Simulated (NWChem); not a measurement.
# CHO2, doublet; SMILES [O]C=O

```xyz
4

O     -1.1431     0.0000    -0.1253
C      0.0057     0.0000     0.2148
O      1.1739     0.0000    -0.2042
H      0.2076     0.0000     1.3716
```
Atoms are numbered in this order, from 1.

All runs: NWChem. Pople sets run with spherical d functions. Spin-unrestricted. The geometry was optimised at PBE0/def2-SVP, spin-unrestricted. No stability test was run on the SCF state. Level: M05-2X/6-31G* with COSMO at NWChem's default radii, gas-phase geometry; rows give the dielectric constant. Reactions with the solvent are ignored.

```json
[
 {"dielectric constant": "1.5", "electrostatic solvation energy (kcal/mol)": "-1.5", "dipole in solution (D)": "1.93"},
 {"dielectric constant": "3.9", "electrostatic solvation energy (kcal/mol)": "-3.6", "dipole in solution (D)": "2.15"},
 {"dielectric constant": "11.7", "electrostatic solvation energy (kcal/mol)": "-4.6", "dipole in solution (D)": "2.25"},
 {"dielectric constant": "25.0", "electrostatic solvation energy (kcal/mol)": "-4.9", "dipole in solution (D)": "2.28"},
 {"dielectric constant": "37.5", "electrostatic solvation energy (kcal/mol)": "-4.9", "dipole in solution (D)": "2.29"}
]
```
